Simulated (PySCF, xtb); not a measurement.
Al(F)(SeH)2 (AlFH2Se2), SMILES [F][Al]([SeH])[SeH].

GFN2-xTB in xtb at its own geometry gives an orbital gap of 3.44 eV and a dipole moment of 2.01 D.

Geometry optimised at PBE0-D3(BJ)/def2-SVP. The values are those of a single conformer.

### Question
What does HF/def2-TZVP (PySCF) give? (The exact figures need the calculation; the answer reports its results.)

### Answer
gap 12.00 eV (levels -10.02 and 1.98 eV), dipole 2.16 D.
